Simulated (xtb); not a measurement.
xtb input (GFN1-xTB):

```bash
xtb mol.xyz --gfn 1 --sp --chrg -1 --uhf 0
```
mol.xyz:
```
4

B     -0.53909214    -0.16566828     0.16532619
Cl     0.11574075     1.60245651     0.14050341
Cl     0.83521866    -1.31021739    -0.43213908
O     -1.68385616    -0.51746546     0.51639692
```

Output:

```
           -------------------------------------------------
          |                Calculation Setup                |
           -------------------------------------------------

           -------------------------------------------------
          |                 G F N 1 - x T B                 |
           -------------------------------------------------

        Reference                      10.1021/acs.jctc.7b00118
      * Hamiltonian:
        H0-scaling (s, p, d)           1.850000    2.250000    2.000000
        zeta-weighting                 0.000000
      * Dispersion:
        s8                             2.400000
        a1                             0.630000
        a2                             5.000000
        s9                             0.000000
      * Repulsion:
        kExp                           1.500000
        rExp                           1.000000
      * Coulomb:
        alpha                          2.000000
        third order                    atomic
        anisotropic                    false
      * Halogen bond correction:
        rad-scale                      1.300000
        damping                        0.440000

          ...................................................
          :                      SETUP                      :
          :.................................................:
          :  # basis functions                  28          :
          :  # atomic orbitals                  26          :
          :  # shells                           10          :
          :  # electrons                        24          :
          :  # halogen bonds                     2          :
          :  max. iterations                   250          :
          :  Hamiltonian                  GFN1-xTB          :
          :  restarted?                      false          :
          :  GBSA solvation                  false          :
          :  PC potential                    false          :
          :  electronic temp.          300.0000000     K    :
          :  accuracy                    1.0000000          :
          :  -> integral cutoff          0.2500000E+02      :
          :  -> integral neglect         0.1000000E-07      :
          :  -> SCF convergence          0.1000000E-05 Eh   :
          :  -> wf. convergence          0.2000000E-04 e    :
          :  Broyden damping             0.4000000          :
          :  net charge                         -1          :
          :  unpaired electrons                  0          :
          ...................................................

 iter      E             dE          RMSdq      gap      omega  full diag
   1    -14.9551257 -0.149551E+02  0.928E+00    8.83       0.0  T
   2    -15.0543591 -0.992334E-01  0.476E+00    7.46       1.0  T
   3    -15.0565997 -0.224057E-02  0.197E+00    7.31       1.0  T
   4    -15.0565388  0.608632E-04  0.305E-01    7.50       1.0  T
   5    -15.0567197 -0.180812E-03  0.239E-01    7.32       1.0  T
   6    -15.0569585 -0.238824E-03  0.206E-02    7.41       2.4  T
   7    -15.0569603 -0.180327E-05  0.867E-04    7.40      57.7  T
   8    -15.0569603  0.391204E-09  0.522E-04    7.40      95.8  T
   9    -15.0569603 -0.110086E-08  0.680E-05    7.40     735.4  T
  10    -15.0569603 -0.179110E-10  0.143E-05    7.40    3503.5  T

   *** convergence criteria satisfied after 10 iterations ***

         #    Occupation            Energy/Eh            Energy/eV
      -------------------------------------------------------------
         1        2.0000           -0.7129126             -19.3993
       ...           ...                  ...                  ...
         6        2.0000           -0.3415673              -9.2945
         7        2.0000           -0.3331435              -9.0653
         8        2.0000           -0.3028571              -8.2412
         9        2.0000           -0.3002760              -8.1709
        10        2.0000           -0.2955168              -8.0414
        11        2.0000           -0.2920717              -7.9477
        12        2.0000           -0.2704865              -7.3603 (HOMO)
        13                          0.0015218               0.0414 (LUMO)
        14                          0.0082404               0.2242
        15                          0.0987074               2.6860
        16                          0.1516356               4.1262
        17                          0.1528468               4.1592
       ...                                ...                  ...
        26                          1.0496026              28.5611
      -------------------------------------------------------------
                  HL-Gap            0.2720084 Eh            7.4017 eV
             Fermi-level           -0.1344823 Eh           -3.6595 eV

 SCC (total)                   0 d,  0 h,  0 min,  0.003 sec
 SCC setup                      ...        0 min,  0.000 sec (  2.934%)
 Dispersion                     ...        0 min,  0.000 sec (  1.545%)
 classical contributions        ...        0 min,  0.000 sec (  0.985%)
 integral evaluation            ...        0 min,  0.001 sec ( 26.124%)
 iterations                     ...        0 min,  0.001 sec ( 36.415%)
 molecular gradient             ...        0 min,  0.001 sec ( 26.965%)
 printout                       ...        0 min,  0.000 sec (  4.827%)

         :::::::::::::::::::::::::::::::::::::::::::::::::::::
         ::                     SUMMARY                     ::
         :::::::::::::::::::::::::::::::::::::::::::::::::::::
         :: total energy             -15.002132766372 Eh    ::
         :: gradient norm              0.040737182140 Eh/a0 ::
         :: HOMO-LUMO gap              7.401724667035 eV    ::
         ::.................................................::
         :: SCC energy               -15.056960289106 Eh    ::
         :: -> electrostatic           0.153507202909 Eh    ::
         :: repulsion energy           0.056082933533 Eh    ::
         :: dispersion energy         -0.001255410799 Eh    ::
         :: halogen bond corr.         0.000000000000 Eh    ::
         :: add. restraining           0.000000000000 Eh    ::
         :: total charge              -1.000000000000 e     ::
         :::::::::::::::::::::::::::::::::::::::::::::::::::::

           -------------------------------------------------
          |                Property Printout                |
           -------------------------------------------------

    * Orbital Energies and Occupations

         #    Occupation            Energy/Eh            Energy/eV
      -------------------------------------------------------------
         1        2.0000           -0.7129126             -19.3993
         2        2.0000           -0.7123891             -19.3851
         3        2.0000           -0.5430471             -14.7771
         4        2.0000           -0.4030703             -10.9681
         5        2.0000           -0.3589016              -9.7662
         6        2.0000           -0.3415673              -9.2945
         7        2.0000           -0.3331435              -9.0653
         8        2.0000           -0.3028571              -8.2412
         9        2.0000           -0.3002760              -8.1709
        10        2.0000           -0.2955168              -8.0414
        11        2.0000           -0.2920717              -7.9477
        12        2.0000           -0.2704865              -7.3603 (HOMO)
        13                          0.0015218               0.0414 (LUMO)
        14                          0.0082404               0.2242
        15                          0.0987074               2.6860
        16                          0.1516356               4.1262
Note: The following floating-point exceptions are signalling: IEEE_DENORMAL
normal termination of xtb
        17                          0.1528468               4.1592
        18                          0.1541865               4.1956
        19                          0.1543808               4.2009
        20                          0.1549648               4.2168
        21                          0.1566655               4.2631
        22                          0.1626653               4.4263
        23                          0.2074522               5.6451
       ...                                ...                  ...
        26                          1.0496026              28.5611
      -------------------------------------------------------------
                  HL-Gap            0.2720084 Eh            7.4017 eV
             Fermi-level           -0.1344823 Eh           -3.6595 eV

  Mulliken/CM5 charges         n(s)   n(p)   n(d)
     1B     0.56382  0.41866   0.833  1.603  0.000
     2Cl   -0.45956 -0.40521   1.955  5.514 -0.009
     3Cl   -0.45956 -0.40521   1.955  5.514 -0.009
     4O    -0.64471 -0.60824   1.719  4.926  0.000

Wiberg/Mayer (AO) data.
largest (>0.10) Wiberg bond orders for each atom

 ---------------------------------------------------------------------------
     #   Z sym  total        # sym  WBO       # sym  WBO       # sym  WBO
 ---------------------------------------------------------------------------
     1   5 B    3.315 --     4 O    1.843     2 Cl   0.736     3 Cl   0.736
     2  17 Cl   0.834 --     1 B    0.736
     3  17 Cl   0.834 --     1 B    0.736
     4   8 O    1.981 --     1 B    1.843
 ---------------------------------------------------------------------------

Topologies differ in total number of bonds
Writing topology from bond orders to xtbtopo.mol

 dipole moment from electron density (au)
     X       Y       Z
   0.8984   0.2761  -0.2755  total (Debye):    2.490

           -------------------------------------------------
          | TOTAL ENERGY              -15.002132766372 Eh   |
          | GRADIENT NORM               0.040737182140 Eh/α |
          | HOMO-LUMO GAP               7.401724667035 eV   |
           -------------------------------------------------

------------------------------------------------------------------------
------------------------------------------------------------------------
 total:
 SCF:
```

It need not be the lowest isomer of its formula. Whether it binds its extra electron was not tested at this geometry.
